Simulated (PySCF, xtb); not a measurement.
CH6GeO2Si, SMILES [CH3][GeH]1[O][SiH2][O]1.

Harmonic wavenumbers (cm⁻¹) from GFN2-xTB (xtb) at its own minimum, in rising order: 78, 114, 143, 232, 346, 349, 506, 549, 554, 590, 608, 639, 715, 725, 789, 795, 798, 837, 1283, 1419, 1425, 1885, 2349, 2366, 3001, 3026, 3032.

Task: What does PBE-D3(BJ)/def2-SVP in PySCF give at its own minimum? (An estimate is asked for; the answer gives what the named calculation found.)

Result: 77, 114, 149, 236, 415, 515, 568, 596, 597, 655, 677, 688, 720, 797, 811, 832, 893, 982, 1202, 1374, 1374, 2070, 2165, 2169, 2989, 3096, 3113. Paired by order, the mean absolute difference is 69 cm⁻¹ and the zero-point energies are 41.7 and 42.7 kcal/mol.
